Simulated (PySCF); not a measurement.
**From computed data to an observable: refractive index and permittivity of the vapour**

O2P2, SMILES p12op2o1.

Geometry: B3LYP-D3(BJ)/def2-SVP.

PySCF with ωB97X/def2-TZVPD gives a mean static polarisability of 65.1 bohr³ and a dipole moment of 0.00 D. Take an ideal gas at 298.15 K and 0.01 bar, whether or not the substance is that volatile.

Q: Work out n − 1 in the optical limit and the static ε − 1.

A: 
Polarisability volume α' = 65.1 × 0.148185 = 9.65 Å³. Number density N = p/kT = 2.43e-7 Å⁻³.
Dilute limit of Lorentz–Lorenz: n − 1 = 2π N α' = 1.5e-5.
Orientation term of Debye: μ²/(3kT) = 8.098 Å³ × μ²(D²) = 0.00 Å³.
ε − 1 = 4π N (α' + μ²/3kT) = 2.9e-5. With no permanent dipole, ε equals n² in this model. Vibrational polarisation and dispersion are left out.
